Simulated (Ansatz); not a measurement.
(4-methoxyphenyl)phenyliodonium (C13H12IO⁺), relaxed as a singlet with RKS PBE-D4/def2-SVP in Ansatz, starting from the GFN2-xTB geometry. Force threshold 0.03 eV/Å.

In the def2 sets I takes a core potential; there is no spin–orbit coupling.

Start:

```xyz
27

C     3.0901    1.0816   -3.8089
O     1.6920    1.0836   -3.5811
C     1.1638    0.2968   -2.6486
C     1.8866   -0.5645   -1.8130
C     1.2336   -1.3516   -0.8849
C    -0.1437   -1.2645   -0.7831
I    -1.1608   -2.4926    0.6612
C    -1.4831   -0.9449    2.1500
C    -2.6690   -0.2364    2.1066
C    -2.8668    0.7591    3.0514
C    -1.8991    1.0152    4.0097
C    -0.7211    0.2855    4.0289
C    -0.4998   -0.7135    3.0930
C    -0.8946   -0.4306   -1.6023
C    -0.2360    0.3509   -2.5209
H     3.4514    0.0823   -4.0623
H     3.6314    1.4635   -2.9398
H     3.2472    1.7482   -4.6547
H     2.9597   -0.6340   -1.8838
H     1.8001   -2.0192   -0.2547
H    -3.4261   -0.4480    1.3679
H    -3.7837    1.3276    3.0341
H    -2.0665    1.7822    4.7492
H     0.0333    0.4849    4.7738
H     0.4123   -1.2889    3.1111
H    -1.9697   -0.3879   -1.5272
H    -0.7817    1.0152   -3.1718
```

(1) Estimate the energy that the relaxation releases and the steps that it takes.

(2) Does the start keep its bonding and symmetry?

(3) Predict the relaxed structure.

Answers

(1) 0.21 eV, in 10 steps; 23 s on 6 threads of Intel Xeon Platinum 8488C on a shared host. The force fell under the threshold at step 5, but the optimiser went on and released 0.003 eV more. No frequencies were taken in this run, so the end may be a saddle point.

(2) By distances, no bond broke or formed. The bond that changes most is C6–I7, from 2.15 to 2.12 Å (atoms count from 1).

(3) 
| atom | x (Å) | y (Å) | z (Å) |
| --- | --- | --- | --- |
| C1 | 3.1607 | 1.0479 | -3.8559 |
| O2 | 1.7389 | 1.0096 | -3.7223 |
| C3 | 1.1824 | 0.2670 | -2.7593 |
| C4 | 1.9071 | -0.5138 | -1.8245 |
| C5 | 1.2259 | -1.2582 | -0.8543 |
| C6 | -0.1757 | -1.2130 | -0.8349 |
| I7 | -1.2054 | -2.3575 | 0.6224 |
| C8 | -1.5143 | -0.9009 | 2.1756 |
| C9 | -2.7318 | -0.2091 | 2.1895 |
| C10 | -2.9234 | 0.7389 | 3.2088 |
| C11 | -1.9210 | 0.9662 | 4.1650 |
| C12 | -0.7131 | 0.2514 | 4.1172 |
| C13 | -0.4919 | -0.7046 | 3.1121 |
| C14 | -0.9254 | -0.4512 | -1.7515 |
| C15 | -0.2367 | 0.2882 | -2.7085 |
| H16 | 3.5697 | 0.0403 | -4.0835 |
| H17 | 3.6401 | 1.4496 | -2.9379 |
| H18 | 3.3682 | 1.7257 | -4.7026 |
| H19 | 3.0041 | -0.5513 | -1.8461 |
| H20 | 1.7959 | -1.8631 | -0.1346 |
| H21 | -3.5171 | -0.3928 | 1.4425 |
| H22 | -3.8704 | 1.2977 | 3.2502 |
| H23 | -2.0843 | 1.7085 | 4.9603 |
| H24 | 0.0691 | 0.4284 | 4.8707 |
| H25 | 0.4494 | -1.2711 | 3.0767 |
| H26 | -2.0243 | -0.4307 | -1.7281 |
| H27 | -0.7768 | 0.8979 | -3.4470 |
Bond lengths: 12 × C–C 1.39 to 1.42 Å; 2 × C–I 2.12 to 2.15 Å; 2 × C–O 1.34 to 1.43 Å; 12 × C–H 1.10 to 1.11 Å.
